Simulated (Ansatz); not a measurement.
BiH2(NMe2) (C2H8BiN), 12 atoms. Hardware: 4 threads of Intel Xeon on a shared host.

In the def2 sets Bi takes a core potential; there is no spin–orbit coupling. Correlated methods freeze 7 core orbitals; core or outer-core shells of Bi are correlated, in sets that lack core-valence functions.

How many basis functions does each of these Ansatz runs have, and roughly what does it cost? PBE-D4/def2-SVP, charge 0 singlet, energy, from earlier orbitals; PBE0-D4/def2-SVP, charge 1 doublet at the geometry of the charge 0 singlet, energy with a search over starts; r2SCANh-D4/def2-TZVP, charge 0 singlet, energy, from earlier orbitals; B97M-V/def2-TZVP, charge 0 singlet, energy, from earlier orbitals; PBE0-D4/def2-SVP, charge 0 singlet, energy with a search over starts; CCSD(T)/def2-TZVP, charge 0 singlet, energy, from earlier orbitals; PBE0-D4/def2-TZVP, charge 0 singlet, energy, from earlier orbitals; r2SCAN-D4/def2-TZVP, charge 0 triplet at the geometry of the charge 0 singlet, energy, from earlier orbitals; r2SCAN-D4/def2-TZVP, charge 1 doublet at the geometry of the charge 0 singlet, energy, from earlier orbitals; B2PLYP/def2-TZVP, charge 0 singlet, energy, from earlier orbitals; revPBE-D4/def2-TZVP, charge 0 singlet, energy, from earlier orbitals; PBE-D4/def2-TZVP, charge 1 doublet at the geometry of the charge 0 singlet, energy, from earlier orbitals.

Other jobs shared the machine, so times can vary by a factor of up to 3. A dash marks memory too small to be measured apart from the calling script's.

| run | functions | fitting or Cholesky vectors | wall time | peak host memory (GiB) |
| --- | --- | --- | --- | --- |
| PBE-D4/def2-SVP, charge 0 singlet, energy, from earlier orbitals | 108 | 1228 | 2.2 s | – |
| revPBE-D4/def2-TZVP, charge 0 singlet, energy, from earlier orbitals | 191 | 1227 | 3.2 s | – |
| PBE0-D4/def2-SVP, charge 0 singlet, energy with a search over starts | 108 | 1312 | 4.3 s | – |
| PBE0-D4/def2-TZVP, charge 0 singlet, energy, from earlier orbitals | 191 | 1272 | 5.5 s | – |
| PBE-D4/def2-TZVP, charge 1 doublet at the geometry of the charge 0 singlet, energy, from earlier orbitals | 191 | 1227 | 6.5 s | – |
| PBE0-D4/def2-SVP, charge 1 doublet at the geometry of the charge 0 singlet, energy with a search over starts | 108 | 1187 | 7 s | – |
| r2SCANh-D4/def2-TZVP, charge 0 singlet, energy, from earlier orbitals | 191 | 1230 | 7.5 s | – |
| B2PLYP/def2-TZVP, charge 0 singlet, energy, from earlier orbitals | 191 | 1466 | 9.1 s | – |
| r2SCAN-D4/def2-TZVP, charge 1 doublet at the geometry of the charge 0 singlet, energy, from earlier orbitals | 191 | 1227 | 10 s | – |
| B97M-V/def2-TZVP, charge 0 singlet, energy, from earlier orbitals | 191 | 1227 | 12 s | – |
| r2SCAN-D4/def2-TZVP, charge 0 triplet at the geometry of the charge 0 singlet, energy, from earlier orbitals | 191 | 1227 | 14 s | – |
| CCSD(T)/def2-TZVP, charge 0 singlet, energy, from earlier orbitals | 191 | 1466 | 1.9 min | 2.6 |
